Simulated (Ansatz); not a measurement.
`[SiH3][O][InH][Cl]` + H• → `[SiH3][O][In][Cl]`• + H₂  (hydrogen abstraction from the In–H bond)

Isolated molecules relaxed with PBE0-D4/def2-TZVP in Ansatz; ΔE leaves out vibrations. CBS: MP2 limit from def2 TZ/QZ plus the TZ coupled-cluster correction, frozen cores. This one scheme is used for every species, atoms too. Functionals use def2-TZVPP. B3LYP here is the variant with VWN-RPA as its local correlation; programs differ in this. Open shells (•) are unrestricted, without spin–orbit coupling. Elements past krypton have def2 core potentials. Bonds to In are less sure, by a few kJ/mol each and by 10 to 20 or more in all where they break to atoms, as the def2 sets lack core-valence functions. One conformer a species, not always the lowest.

CCSD(T)/CBS gives -36.4 kcal/mol.

Another level gave -37.8 kcal/mol. Which?
A. r2SCAN0-D4/def2-TZVPP
B. CCSD/def2-TZVPP
C. B3LYP/def2-TZVPP
D. r2SCANh/def2-TZVPP

A. r2SCAN0-D4 -37.8, CCSD/def2-TZVPP -36.3, B3LYP -42.5, r2SCANh -38.9 kcal/mol.

Largest T1 diagnostic among the species: 0.019.

In def2-TZVPP, CCSD(T) changes the Hartree–Fock value by −5.9 kcal/mol (the triples alone add +0.1 kcal/mol) and MP2 by −3.4 kcal/mol. Leaving LDA and LC-ωPBE aside and taking each functional with its dispersion term where it has one, the values, not all of them listed here, spread over 10.2 kcal/mol, from BLYP-D4 to ωB97X-V. LDA lies +2.3 kcal/mol from PBE without D4. At CCSD(T), def2-SVP lies +1.4 kcal/mol from the extrapolated value and def2-TZVPP +0.1 kcal/mol.

CCSD(T)/CBS has its own doubt, a few kJ/mol and more with outer-core shells, so smaller differences from it don't rank the levels.
